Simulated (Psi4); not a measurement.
Method: SAPT0/jun-cc-pVDZ, frozen core (Psi4).

Psi4 input:

```
molecule {
0 1
N 0.54545353 0.00000000 -0.00000000
N -0.54545353 -0.00000000 0.00000000
--
0 1
B -3.17756690 1.79785580 2.07625687
H -2.99204443 2.90871994 1.69411881
H -2.61359547 0.88848356 1.55717833
H -3.92701758 1.59637068 2.97747644
units angstrom
symmetry c1
no_reorient
no_com
}
set basis jun-cc-pvdz
set scf_type df
set freeze_core true
energy('sapt0')
```

Part of the output:

```
    SAPT Results
  --------------------------------------------------------------------------------------------------------
    Electrostatics                 -0.47375900 [mEh]      -0.29728826 [kcal/mol]      -1.24385408 [kJ/mol]
      Elst10,r                     -0.47375900 [mEh]      -0.29728826 [kcal/mol]      -1.24385408 [kJ/mol]

    Exchange                        1.97875325 [mEh]       1.24168641 [kcal/mol]       5.19521595 [kJ/mol]
      Exch10                        1.97875325 [mEh]       1.24168641 [kcal/mol]       5.19521595 [kJ/mol]
      Exch10(S^2)                   1.97497390 [mEh]       1.23931483 [kcal/mol]       5.18529325 [kJ/mol]

    Induction                      -0.17779715 [mEh]      -0.11156940 [kcal/mol]      -0.46680635 [kJ/mol]
      Ind20,r                      -0.38331180 [mEh]      -0.24053179 [kcal/mol]      -1.00638500 [kJ/mol]
      Exch-Ind20,r                  0.36336370 [mEh]       0.22801416 [kcal/mol]       0.95401125 [kJ/mol]
      delta HF,r (2)               -0.15784904 [mEh]      -0.09905177 [kcal/mol]      -0.41443261 [kJ/mol]

    Dispersion                     -0.87764749 [mEh]      -0.55073212 [kcal/mol]      -2.30426317 [kJ/mol]
      Disp20                       -0.98446778 [mEh]      -0.61776286 [kcal/mol]      -2.58471980 [kJ/mol]
      Exch-Disp20                   0.10682029 [mEh]       0.06703074 [kcal/mol]       0.28045663 [kJ/mol]
      Disp20 (SS)                  -0.49223389 [mEh]      -0.30888143 [kcal/mol]      -1.29235990 [kJ/mol]
      Disp20 (OS)                  -0.49223389 [mEh]      -0.30888143 [kcal/mol]      -1.29235990 [kJ/mol]
      Exch-Disp20 (SS)              0.05624878 [mEh]       0.03529664 [kcal/mol]       0.14768115 [kJ/mol]
      Exch-Disp20 (OS)              0.05057151 [mEh]       0.03173410 [kcal/mol]       0.13277547 [kJ/mol]

  Total HF                          1.32719710 [mEh]       0.83282876 [kcal/mol]       3.48455552 [kJ/mol]
  Total SAPT0                       0.44954961 [mEh]       0.28209664 [kcal/mol]       1.18029234 [kJ/mol]
```
